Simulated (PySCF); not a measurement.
Spin-rotation constants: `InChI=1S/C3H2ClP3/c4-3-6-1-5-2-7-3/h1-2H`

Geometry:
| atom | x (Å) | y (Å) | z (Å) |
| --- | --- | --- | --- |
| Cl1 | 3.221 | -0.040 | 0.085 |
| C2 | 1.488 | -0.018 | -0.165 |
| P3 | 0.861 | 1.605 | -0.251 |
| C4 | -0.836 | 1.387 | -0.494 |
| P5 | -1.893 | 0.025 | -0.646 |
| C6 | -0.869 | -1.364 | -0.505 |
| P7 | 0.823 | -1.624 | -0.266 |
| H8 | -1.363 | 2.335 | -0.568 |
| H9 | -1.418 | -2.299 | -0.585 |

Computed, not measured: GIAO wB97X/cc-pVDZ magnetisability, rotational g tensor and spin-rotation constants, non-relativistic, gas phase (PySCF 2.14.0). Geometry: GFN2-xTB.

(1) Give the nuclear spin-rotation constants along the inertial axes (H = +C I·J) beside the isotropic shieldings.

Answers

(1) Rotational constants 2.3207, 0.9819, 0.6900 GHz. A star marks the isotopologue with that one atom substituted, in its own axes.
```
atom  isotope  Caa (kHz)  Cbb (kHz)  Ccc (kHz)  mean (kHz)  σ (ppm)
 Cl1     35Cl      0.326      0.387      0.203       0.305    679.8
  P3      31P      6.309      2.445      0.706       3.154    118.1
  P5      31P      5.611      2.863      0.563       3.012    129.3
  P7      31P      6.309      2.446      0.706       3.153    118.0
  H8       1H     -0.069      0.103     -0.076      -0.014     20.7
  H9       1H     -0.069      0.103     -0.076      -0.014     20.7
  C2     13C*      1.740      0.351      0.102       0.731    -13.0
  C4     13C*      1.042      0.596      0.048       0.562     14.5
```
For the geometry as given, no vibrational averaging.
